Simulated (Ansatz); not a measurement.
Program: Ansatz. Geometries: PBE0-D4/def2-TZVP. ΔE: electronic, gas phase. CCSD(T)/CBS adds triple-zeta CCSD(T) − MP2 to the extrapolated MP2 energy (def2 sets, frozen cores). This one scheme is used for every species. DFT in def2-TZVPP. For Br, Ti outer-core shells are correlated without core-valence functions, which leaves a few kJ/mol of doubt a bond. Scalar relativity is left out up to krypton.

Consider the ligand exchange at a Ti–Cl bond: `[Cl][Ti]([Cl])([Cl])[Cl]` + HBr → `[Cl][Ti]([Cl])([Cl])[Br]` + HCl.

| level | ΔE (eV) |
| --- | --- |
| BLYP-D4 | 0.00 |
| B2PLYP | -0.05 |
| PBE-QIDH | -0.06 |
| revPBE | 0.00 |
| BHLYP | 0.01 |
| MP2/def2-SVP | -0.07 |
| CCSD(T)/def2-TZVPP | -0.04 |
| HF/CBS(def2) | 0.04 |

Problem. What does CCSD(T)/CBS give? (Estimate.)

Solution. Computed: -0.06 eV. The listed levels differ from it by 0.06, 0.01, 0.00, 0.06, 0.07, -0.01, 0.02, 0.10 eV.

Largest T1 diagnostic among the species: 0.025, so the coupled-cluster value is less sure than usual.

At CCSD(T), def2-SVP lies +0.06 eV from the extrapolated value and def2-TZVPP +0.02 eV. Leaving LDA and LC-ωPBE aside and taking each functional with its dispersion term where it has one, the values, not all of them listed here, spread over 0.09 eV, from PBE-QIDH to B97M-V. In def2-TZVPP, CCSD(T) changes the Hartree–Fock value by −0.07 eV (the triples alone add −0.02 eV) and MP2 by −0.14 eV.
